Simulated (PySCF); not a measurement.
Compound: C₅H₁₀S₂.
SMILES with atom numbers: `[CH3:1][CH2:2][CH:3]1[S:4][CH2:5][CH2:6][S:7]1` (hydrogens: H8, H9, H10 on C1; H11, H12 on C2; H13 on C3; H14, H15 on C5; H16, H17 on C6)

Method used: core-valence-separated Tamm–Dancoff BHandHLYP/aug-pcX-1 (pcseg-1 on H, def2-SVPD on S) in PySCF, non-relativistic, gas phase, PBE0-D3(BJ)/def2-SVP geometry. Absolute energies from this functional tend to lie a few eV below measured edges; no shift was applied.

Give energies, oscillator strengths and core holes at the C K edge.

```csv
E (eV),f,core hole on,main final orbital
285.29,0.0088,C1,LUMO+1 (79 %)
285.48,0.0455,C6,spread
285.57,0.0495,C5,spread
285.69,0.0167,C2,LUMO+1 (57 %)
285.94,0.0265,C1,spread
285.95,0.0681,C3,spread
286.12,0.0177,C2,LUMO (32 %)
286.14,0.0420,C3,spread
286.24,0.0212,C1,LUMO+3 (30 %)
286.49,0.0428,C5/C6,"LUMO (2 roots, f summed)"
286.59,0.0031,C1,LUMO (59 %)
286.65,0.0049,C2,spread
286.66,0.0089,C1,spread
286.91,0.0039,C2,LUMO+1 (30 %)
286.97,0.0206,C5,spread
287.00,0.0400,C6,spread
287.09,0.0019,C2,spread
287.18,0.0017,C1,LUMO+2 (42 %)
287.27,0.0044,C1,LUMO+5 (45 %)
287.30,0.0265,C3,spread
287.36,0.0008,C2,spread
287.38,0.0025,C6,spread
```

The first line with a tenth or more of the strongest one's intensity is at 285.29 eV (f = 0.009), with the hole on C1 (methyl carbon). The strongest listed is at 285.95 eV (f = 0.068; C3).

Roots within 0.03 eV whose holes lie on the same, on equivalent or on shared atoms are summed into one line, and the highest roots are left out, as the search may have cut off their partners. Final orbitals are the ground state's empty Kohn–Sham orbitals.

What is the summed oscillator strength of the listed C K lines, and their intensity-weighted mean energy?

Σf = 0.458 over 22 lines from 285.29 to 287.38 eV; the weighted mean is 286.21 eV. The strongest line holds 15 % of the sum.

Only the lowest roots of each edge were sought.

On an Arm Neoverse N1 with one thread, no GPU, shared host with 64 logical CPUs at a one-minute load of 61, this took 62 s wall and 1.2 GiB of memory at its peak.

One conformer stands for the species.
